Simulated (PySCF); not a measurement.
```xyz
3
charge 0 multiplicity 4, angstrom
Co    0.0000    0.0000    0.0000
Cl    0.0000    0.0000    2.1000
Cl    0.0000    0.0000   -2.1000
```

Method: UB3LYP/[Co def2-TZVP, Cl def2-TZVP], no relativity, density fitting, PySCF.

This geometry of CoCl2 is a stationary point at this level.

Q: What is the point group?

A: D∞h.

Q: Is it a minimum?

A: Yes: all harmonic wavenumbers are real.

Q: Which band is strongest in the infrared?

A: 499 cm⁻¹ (σu+), 131 km/mol.

Q: What are the dipole moment and the gap between the highest occupied and lowest empty levels of either spin?

A: 0.00 D and 4.03 eV.

Q: Give the ideal-gas entropy at 298.15 K and 1 bar by parts.

A: translation 169.5, rotation 71.1, vibration 41.2, spin 11.5; total 293.2 J/(mol K).

This need not be the most stable arrangement of these atoms. With open d or f shells other occupations or spin states may lie lower.
